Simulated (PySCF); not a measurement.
C₅H₅I, SMILES IC1=CCC=C1. Geometry: PBE0-D3(BJ)/def2-SVP. The def2 effective core potentials stand for the cores of I; spin–orbit coupling is left out. The values are those of a single conformer.

**Question.** Give the equilibrium geometry at PBE0-D3(BJ)/def2-SVP (PySCF confirms it by a frequency run) as bond lengths and angles, and its point group. (Estimate from the structure and the level; the computed values follow.)

**Answer.** One answer among several that fit: point group Cs.
Atoms: I1 C2 C3 C4 C5 C6 H7 H8 H9 H10 H11. Bonds (Å): I1–C2 2.085, C2–C3 1.349, C2–C6 1.465, C3–C4 1.496, C3–H7 1.089, C4–C5 1.496, C4–H8 1.106, C4–H9 1.106, C5–C6 1.349, C5–H10 1.091, C6–H11 1.090. Angles (°): I1–C2–C3 126.3, I1–C2–C6 123.0, C3–C2–C6 110.6, C2–C3–C4 107.8, C2–C3–H7 127.1, C4–C3–H7 125.1, C3–C4–C5 104.1, C3–C4–H8 111.8, C3–C4–H9 111.8, C5–C4–H8 111.8, C5–C4–H9 111.8, H8–C4–H9 105.7, C4–C5–C6 109.4, C4–C5–H10 124.2, C6–C5–H10 126.5, C2–C6–C5 108.1, C2–C6–H11 124.5, C5–C6–H11 127.4.
